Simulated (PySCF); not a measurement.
## Calculated data, BH4OSi, CH2BO2, H3O3Si, AlFH3O and others

All values are calculated (PySCF 2.14.0). Calculation on a computer-drawn molecule: optimised geometry and harmonic frequencies of an isolated molecule of the commonest isotopes, restricted reference for singlets and unrestricted otherwise, frozen core in MP2.

(1) BH4OSi

Start structure:
```xyz
7
BH4OSi
O      0.2764     0.6403    -0.1827
B     -0.9034     0.3642     0.1844
Si    -2.3944    -0.3147    -1.1739
H     -1.3557     0.4422     1.3513
H     -2.0024    -0.4320    -2.6217
H     -2.9614    -1.6792    -0.8505
H     -3.6433     0.5378    -1.2142
```

- charge: -1
- multiplicity: 1
- method: MP2
- basis: aug-cc-pV(D+d)Z
- rotational constants: 36.62, 4.464, 4.16 GHz
- total energy: -391.2742 hartree
- convergence status largest gradient component: 1.28e-05 hartree/bohr

Drawn bonds:
| atom | other atom | order |
| --- | --- | --- |
| 1 | 2 | 1 |
| 2 | 3 | 1 |
| 2 | 4 | 1 |
| 3 | 5 | 1 |
| 3 | 6 | 1 |
| 3 | 7 | 1 |

Optimised structure:
```xyz
7
BH4OSi
O      0.2909     0.6435    -0.2041
B     -0.9217     0.3589     0.1849
Si    -2.3925    -0.3124    -1.1648
H     -1.3576     0.4401     1.3597
H     -1.9889    -0.4277    -2.6111
H     -2.9677    -1.6777    -0.8533
H     -3.6467     0.5339    -1.2185
```

Modes:
| frequency (cm⁻¹) | reduced mass (dalton) |
| --- | --- |
| 58.1 | 1.301 |
| 203.9 | 2.569 |
| 385.4 | 1.087 |
| 423.8 | 2.57 |
| 622.3 | 2.197 |
| 779.9 | 1.697 |
| 913.5 | 1.127 |
| 976.8 | 1.034 |
| 979 | 1.032 |
| 1049 | 1.17 |
| 1430 | 9.534 |
| 2096 | 1.047 |
| 2104 | 1.037 |
| 2146 | 1.038 |
| 2221 | 1.085 |

(2) CH2BO2

Start structure:
```xyz
6
CH2BO2
O      1.0786    -2.9424     2.0842
C      0.5968    -2.9797     0.9216
B     -0.5920    -2.4639     0.2516
O     -0.8910    -1.4448    -0.7572
H      1.0132    -3.8474     0.1580
H     -0.1961    -0.9557    -0.9691
```

* charge: -1
* multiplicity: 1
* method: HF
* basis: aug-cc-pVDZ
* rotational constants: 32.86, 4.668, 4.381 GHz
* total energy: -213.4230 hartree
* convergence status largest gradient component: 1.851e-05 hartree/bohr

Drawn bonds:
| atom | other atom | order |
| --- | --- | --- |
| 1 | 2 | 1 |
| 2 | 3 | 2 |
| 3 | 4 | 1 |
| 2 | 5 | 1 |
| 4 | 6 | 1 |

Optimised structure:
```xyz
6
CH2BO2
O      1.0801    -2.6460     1.8202
C      0.5484    -3.0236     0.7911
B     -0.8536    -2.5988     0.1582
O     -0.8235    -1.4631    -0.6616
H      1.0417    -3.8762     0.2485
H      0.0165    -1.0262    -0.6674
```

Modes:
| frequency (cm⁻¹) | reduced mass (dalton) |
| --- | --- |
| 126.3 | 4.655 |
| 329.1 | 2.433 |
| 432.9 | 2.636 |
| 639.5 | 1.758 |
| 768.2 | 4.528 |
| 982.3 | 1.978 |
| 1169 | 6.369 |
| 1195 | 1.224 |
| 1467 | 1.273 |
| 1751 | 10.4 |
| 2836 | 1.078 |
| 4045 | 1.066 |

(3) H3O3Si

Start structure:
```xyz
7
H3O3Si
O     -0.4425     0.5086    -2.0850
Si    -1.2645     1.1136    -1.0665
O     -0.8325     0.8263     0.5705
O     -2.9395     0.7677    -0.9368
H     -1.2750     2.6462    -1.0006
H      0.1587     0.5109     0.5419
H     -3.2183     0.8540    -0.0240
```

- charge: -1
- multiplicity: 1
- method: HF
- basis: aug-cc-pV(D+d)Z
- rotational constants: 7.343, 6.855, 4.064 GHz
- total energy: -515.4679 hartree
- convergence status largest gradient component: 3.332e-06 hartree/bohr

Drawn bonds:
| atom | other atom | order |
| --- | --- | --- |
| 1 | 2 | 1 |
| 2 | 3 | 1 |
| 2 | 4 | 1 |
| 2 | 5 | 1 |
| 3 | 6 | 1 |
| 4 | 7 | 1 |

Optimised structure:
```xyz
7
H3O3Si
O     -0.8173     0.3292    -1.9571
Si    -1.2942     1.2808    -0.8317
O     -0.4449     1.0912     0.6211
O     -2.9239     1.0777    -0.4181
H     -1.2075     2.7587    -1.0578
H      0.1365     0.3542     0.5339
H     -3.2623     0.3355    -0.8908
```

Modes:
| frequency (cm⁻¹) | reduced mass (dalton) |
| --- | --- |
| 169.8 | 1.338 |
| 277 | 3.127 |
| 317 | 1.275 |
| 362.9 | 3.133 |
| 433.4 | 5.945 |
| 768.4 | 11.79 |
| 819.3 | 10.38 |
| 879.5 | 1.106 |
| 941.5 | 1.206 |
| 972.3 | 1.093 |
| 1014 | 1.4 |
| 1172 | 6.041 |
| 2177 | 1.038 |
| 4187 | 1.065 |
| 4188 | 1.066 |

(4) H3O3Si

Start structure:
```xyz
7
H3O3Si
O     -0.8173     0.3292    -1.9571
Si    -1.2942     1.2808    -0.8317
O     -0.4449     1.0912     0.6211
O     -2.9239     1.0777    -0.4181
H     -1.2075     2.7587    -1.0578
H      0.1365     0.3542     0.5339
H     -3.2623     0.3355    -0.8908
```

- charge: -1
- multiplicity: 1
- method: MP2
- basis: aug-cc-pV(D+d)Z
- rotational constants: 6.954, 6.643, 3.877 GHz
- total energy: -516.1987 hartree
- convergence status largest gradient component: 2.151e-05 hartree/bohr

Drawn bonds:
| atom | other atom | order |
| --- | --- | --- |
| 1 | 2 | 1 |
| 2 | 3 | 1 |
| 2 | 4 | 1 |
| 2 | 5 | 1 |
| 3 | 6 | 1 |
| 4 | 7 | 1 |

Optimised structure:
```xyz
7
H3O3Si
O     -0.8006     0.3078    -1.9965
Si    -1.2901     1.2850    -0.8417
O     -0.4291     1.1119     0.6491
O     -2.9551     1.0981    -0.4098
H     -1.2110     2.7687    -1.0496
H      0.1397     0.3373     0.5381
H     -3.2674     0.3186    -0.8901
```

Modes:
| frequency (cm⁻¹) | reduced mass (dalton) |
| --- | --- |
| 132.8 | 1.355 |
| 245.5 | 4.314 |
| 305.2 | 1.149 |
| 330.8 | 3.145 |
| 384.9 | 6.277 |
| 698 | 13.43 |
| 748.5 | 10.91 |
| 808 | 1.1 |
| 873.6 | 1.194 |
| 922.4 | 1.079 |
| 943.3 | 1.566 |
| 1070 | 3.839 |
| 2150 | 1.039 |
| 3840 | 1.065 |
| 3841 | 1.065 |

(5) AlFH3O

Start structure:
```xyz
6
AlFH3O
O     -0.5375    -0.0891    -0.9663
Al     0.3209    -0.8207     0.1940
F      0.9268     0.4293     1.3047
H     -1.1142     0.3400    -1.6656
H     -0.5539    -1.8770     1.0012
H      1.6467    -1.4518    -0.4418
```

- charge: -1
- multiplicity: 1
- method: HF
- basis: aug-cc-pV(D+d)Z
- rotational constants: 20.41, 6.525, 5.397 GHz
- total energy: -418.1570 hartree
- convergence status largest gradient component: 1.371e-05 hartree/bohr

Drawn bonds:
| atom | other atom | order |
| --- | --- | --- |
| 1 | 2 | 1 |
| 2 | 3 | 1 |
| 1 | 4 | 1 |
| 2 | 5 | 1 |
| 2 | 6 | 1 |

Optimised structure:
```xyz
6
AlFH3O
O     -0.3661    -0.0533    -1.2932
Al     0.3961    -0.7877     0.1241
F      0.7427     0.4216     1.2817
H     -1.2356     0.2850    -1.1795
H     -0.6368    -1.8448     0.8391
H      1.7885    -1.4901    -0.3461
```

Modes:
| frequency (cm⁻¹) | reduced mass (dalton) |
| --- | --- |
| 109.7 | 1.15 |
| 287.7 | 6.28 |
| 543.7 | 1.25 |
| 628.8 | 1.083 |
| 672.1 | 10.63 |
| 713.8 | 4.577 |
| 770.2 | 1.178 |
| 821 | 1.326 |
| 841.8 | 1.121 |
| 1683 | 1.048 |
| 1776 | 1.026 |
| 4218 | 1.066 |

(6) AlFH3O

Start structure:
```xyz
6
AlFH3O
O     -0.3661    -0.0533    -1.2932
Al     0.3961    -0.7877     0.1241
F      0.7427     0.4216     1.2817
H     -1.2356     0.2850    -1.1795
H     -0.6368    -1.8448     0.8391
H      1.7885    -1.4901    -0.3461
```

- charge: -1
- multiplicity: 1
- method: MP2
- basis: aug-cc-pV(D+d)Z
- rotational constants: 20.3, 6.195, 5.178 GHz
- total energy: -418.6688 hartree
- convergence status largest gradient component: 1.765e-05 hartree/bohr

Drawn bonds:
| atom | other atom | order |
| --- | --- | --- |
| 1 | 2 | 1 |
| 2 | 3 | 1 |
| 1 | 4 | 1 |
| 2 | 5 | 1 |
| 2 | 6 | 1 |

Optimised structure:
```xyz
6
AlFH3O
O     -0.3485    -0.0153    -1.3172
Al     0.4034    -0.7842     0.1330
F      0.7874     0.4188     1.3348
H     -1.2757     0.2172    -1.1951
H     -0.6608    -1.8168     0.8251
H      1.7828    -1.4890    -0.3546
```

Modes:
| frequency (cm⁻¹) | reduced mass (dalton) |
| --- | --- |
| 138.4 | 1.126 |
| 256.3 | 7.585 |
| 505.1 | 1.237 |
| 607.3 | 1.109 |
| 620.2 | 8.754 |
| 665.7 | 5.704 |
| 750.8 | 1.157 |
| 784.7 | 1.254 |
| 803.4 | 1.123 |
| 1699 | 1.049 |
| 1774 | 1.028 |
| 3889 | 1.066 |

(7) AlH5NOSi

Start structure:
```xyz
9
AlH5NOSi
O      1.3703     0.3147     1.3746
Al     0.4360     0.8198     0.1950
N     -1.2972    -0.0681    -0.0472
Si    -2.1916    -1.2759     0.7221
H      2.0688     0.1203     2.0083
H      0.6708     1.8712    -0.8756
H     -1.6565     0.3846    -0.8314
H     -1.6412    -1.9197     1.8354
H     -3.5764    -1.6223     0.1055
```

- charge: 1
- multiplicity: 1
- method: HF
- basis: cc-pV(D+d)Z
- rotational constants: 9.643, 2.672, 2.092 GHz
- total energy: -662.9503 hartree
- convergence status largest gradient component: 2.48e-05 hartree/bohr

Drawn bonds:
| atom | other atom | order |
| --- | --- | --- |
| 1 | 2 | 1 |
| 2 | 3 | 1 |
| 3 | 4 | 1 |
| 1 | 5 | 1 |
| 2 | 6 | 1 |
| 3 | 7 | 1 |
| 4 | 8 | 1 |
| 4 | 9 | 1 |

Optimised structure:
```xyz
9
AlH5NOSi
O      0.9737    -0.0075     1.4500
Al     0.3734     0.8001     0.1219
N     -1.3071     0.0318    -0.1646
Si    -2.0057    -1.1614     0.7042
H      1.7684     0.0261     1.9577
H      0.8731     1.9292    -0.8133
H     -1.8499     0.3874    -0.9399
H     -1.3085    -1.7432     1.8413
H     -3.3343    -1.6380     0.3294
```

Modes:
| frequency (cm⁻¹) | reduced mass (dalton) |
| --- | --- |
| 132.1 | 5.649 |
| 132.6 | 1.905 |
| 233.6 | 1.397 |
| 334.1 | 4.251 |
| 438.6 | 1.107 |
| 521.6 | 1.312 |
| 553 | 2.478 |
| 574 | 1.103 |
| 663.9 | 1.26 |
| 767.5 | 1.199 |
| 769 | 1.673 |
| 781.9 | 1.118 |
| 937.2 | 5.428 |
| 1012 | 1.156 |
| 1082 | 2.361 |
| 1246 | 1.588 |
| 2129 | 1.046 |
| 2436 | 1.03 |
| 2487 | 1.057 |
| 3725 | 1.076 |
| 4212 | 1.069 |

(8) AlBClH2O

Start structure:
```xyz
6
AlBClH2O
O      2.7435     1.7984     0.9798
Al     1.2645     1.2137     1.1580
B     -0.5563     0.3235     1.2331
Cl    -1.0223    -0.3558    -0.3602
H      3.6987     2.0575     0.8594
H     -1.5045     0.8793     1.7990
```

- charge: 0
- multiplicity: 2
- method: HF
- basis: cc-pV(D+d)Z
- rotational constants: 14.66, 1.651, 1.578 GHz
- total energy: -802.1861 hartree
- spin squared: 0.7901
- convergence status largest gradient component: 6.902e-06 hartree/bohr

Drawn bonds:
| atom | other atom | order |
| --- | --- | --- |
| 1 | 2 | 1 |
| 2 | 3 | 1 |
| 3 | 4 | 1 |
| 1 | 5 | 1 |
| 3 | 6 | 1 |

Optimised structure:
```xyz
6
AlBClH2O
O      2.7089     1.9528     0.9369
Al     1.0491     2.1607     0.6837
B     -0.4169     0.6048     1.0536
Cl    -0.8588    -0.5010    -0.2690
H      3.2212     1.2137     1.2194
H     -1.0800     0.4855     2.0444
```

Modes:
| frequency (cm⁻¹) | reduced mass (dalton) |
| --- | --- |
| 54.71 | 5.367 |
| 151.9 | 5.511 |
| 178 | 3.929 |
| 354.4 | 1.251 |
| 485.8 | 4.414 |
| 523.3 | 1.28 |
| 689.9 | 1.655 |
| 816 | 5.568 |
| 882.5 | 6.179 |
| 1070 | 1.259 |
| 2717 | 1.091 |
| 4218 | 1.068 |
